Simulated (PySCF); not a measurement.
# Adding and removing an electron: PbF

PBE0; basis Pb aug-cc-pVDZ-PP with ECP60, F aug-cc-pVDZ; scalar-relativistic core potentials; PySCF 2.14. Neutral (UKS): doublet (π ↑), Re = 2.080 Å, ωe = 513 cm⁻¹, De = 4.50 eV, HOMO -4.80 eV, LUMO -3.04 eV.

PbF⁺ (UKS): singlet (closed shell), Re = 1.999 Å, ωe = 618 cm⁻¹. The energies at the minima are -292.64428 hartree for PbF and -292.38848 for PbF⁺.

Question: Work out the adiabatic ionisation energy, without and with harmonic zero-point energies (1 hartree = 27.2114 eV, 1 eV = 8065.5 cm⁻¹), and the change of the bond length.

Answer: At PBE0: 0.25580 hartree = 6.961 eV between the minima; the zero-point term (618.0 − 513.0)/2 cm⁻¹ = +0.007 eV makes it 6.967 eV. Re changes by -8.1 pm against the neutral. The electron leaves a π orbital; in so polar a molecule the change of length follows mostly from the change of the ionic charges.

PbF⁻ (UKS): triplet (π ↑↑), Re = 2.178 Å, ωe = 401 cm⁻¹, De = 2.49 eV to Pb + F⁻. The energies at the minima are -292.64428 hartree for PbF and -292.69137 for PbF⁻.

Question: Work out the adiabatic electron affinity, without and with harmonic zero-point energies (1 hartree = 27.2114 eV, 1 eV = 8065.5 cm⁻¹), and the change of the bond length.

Answer: At PBE0: 0.04709 hartree = 1.281 eV between the minima; the zero-point term (513.0 − 401.0)/2 cm⁻¹ = +0.007 eV makes it 1.288 eV. Re changes by +9.8 pm against the neutral. The electron enters a π orbital; in so polar a molecule the change of length follows mostly from the change of the ionic charges.

Spin–orbit coupling is left out, which matters for elements this heavy, above all for dissociation energies. For an ion De counts to the pair picked by the measured ionisation energies or electron affinities, which need not be the lowest pair at this level. The highest Kohn–Sham level is positive in this anion. Much of that is self-interaction error, but it also means that the finite basis helps to hold the extra electron. States were picked by a PBE0 search and need not be the measured ground states.
